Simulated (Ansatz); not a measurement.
Start from `[CH3][Ge]([CH3])([CH3])[Br]` and change one atom or group to get `[CH3][Ge]([CH3])([CH3])[C]#N`.

Ansatz, PBE0-D4/def2-TZVP geometries, multiplicity 1. 

Scalar relativity is left out up to krypton.

```
                                                                                  property  `[CH3][Ge]([CH3])([CH3])[Br]`
                                                     HOMO–LUMO gap (B3LYP/def2-TZVPP) / eV                           7.68
                                          size of the dipole moment (B3LYP/def2-TZVPP) / D                           2.92
ideal-gas entropy at 298 K and 1 bar (rigid rotor, harmonic PBE0-D4/def2-TZVP) / J/(mol·K)                            394
                                                     HOMO energy (ωB97M-V/def2-TZVPP) / eV                          -9.95
                                                     LUMO energy (ωB97M-V/def2-TZVPP) / eV                           2.15
                                                        LUMO energy (PBE0/def2-TZVPP) / eV                           0.48
```

Task: What does the change do to each property? (An estimate is asked.)

Result: Ansatz gave: 
```json
{"property": "HOMO–LUMO gap (B3LYP/def2-TZVPP) / eV", "`[CH3][Ge]([CH3])([CH3])[C]#N`": "8.65", "shift": "0.97"}
{"property": "size of the dipole moment (B3LYP/def2-TZVPP) / D", "`[CH3][Ge]([CH3])([CH3])[C]#N`": "4.68", "shift": "1.76"}
{"property": "ideal-gas entropy at 298 K and 1 bar (rigid rotor, harmonic PBE0-D4/def2-TZVP) / J/(mol·K)", "`[CH3][Ge]([CH3])([CH3])[C]#N`": "397", "shift": "3"}
{"property": "HOMO energy (ωB97M-V/def2-TZVPP) / eV", "`[CH3][Ge]([CH3])([CH3])[C]#N`": "-11.02", "shift": "-1.07"}
{"property": "LUMO energy (ωB97M-V/def2-TZVPP) / eV", "`[CH3][Ge]([CH3])([CH3])[C]#N`": "1.91", "shift": "-0.24"}
{"property": "LUMO energy (PBE0/def2-TZVPP) / eV", "`[CH3][Ge]([CH3])([CH3])[C]#N`": "0.33", "shift": "-0.15"}
```

With PBE0 the HOMO falls by 1.08 eV and the LUMO falls by 0.15 eV, so the gap widens by about 0.93 eV. PBE moves the HOMO by -1.06 eV and ωB97M-V by -1.07 eV. The zero-point energy changes by 19.5 kJ/mol with +3 modes. Dipoles are sizes alone; their direction can turn.

B3LYP here is the variant with VWN-RPA as its local correlation; programs differ in this.

Spin–orbit coupling is left out; it splits and shifts lone-pair levels of the heavy atoms by tenths of an eV.
